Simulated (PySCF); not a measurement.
The vertical singlet excitations below were computed for one of the candidates. The calculation used TDDFT CAM-B3LYP/def2-SVPD, vertical, gas phase, core orbitals frozen in the response in PySCF 2.14.0, density-fitted response routines. Geometries: PBE0-D3(BJ)/def2-SVP, one conformer each.

```
state  λ (nm)       f
   S1   281.2  0.0001
   S2   190.8   0.012
   S3   173.0   0.029
   S4   166.6   0.023
   S5   163.6   0.018
   S6   162.8   0.020
   S7   159.5   0.014
   S8   157.7   0.012
   S9   156.2   0.021
  S10   153.3   0.044
```

Task: Which candidate is it? All have the formula C4H13NOSi2.
A. `COC[Si@H]1CC[SiH2]N1`
B. `[H]/N=C\[SiH2]O[Si](C)(C)C`
C. `CN(C)[Si@H]1CC[SiH2]O1`

Result: B. Its S1, at 4.41 eV, is the lowest among the candidates; the nearest of the others has S1 at 5.98 eV. S1 is HOMO→LUMO (97%). Löwdin shares by element: HOMO nitrogen 49%, carbon 20% or more, silicon 10% or more, hydrogen 7% or more; LUMO nitrogen 36%, carbon 35% or more, silicon 13% or more, hydrogen 6% or more. At the same level the other candidates give, for their lowest levels:
- `CN(C)[Si@H]1CC[SiH2]O1`: 207 nm (f 0.014); 202 nm (f 0.006); 182 nm (f 0.053); 177 nm (f 0.009); 171 nm (f 0.009); T1 5.85 eV; HOMO -7.69, LUMO 1.16 eV
- `COC[Si@H]1CC[SiH2]N1`: 194 nm (f 0.009); 177 nm (f 0.015); 173 nm (f 0.029); 168 nm (f 0.024); 164 nm (f 0.035); T1 6.07 eV; HOMO -8.44, LUMO 1.16 eV

The values belong to the conformer `[H]/[N:8]=[CH:7]\[SiH2:6][O:5][Si:2]([CH3:1])([CH3:3])[CH3:4]`: C1–Si2–O5–Si6 -13°, Si2–O5–Si6–C7 -121°, O5–Si6–C7–N8 -1°.
Triplets come from the Tamm–Dancoff approximation.

Without π bonds the low states are Rydberg-like; a valence basis with one diffuse set may place them up to an eV too high.
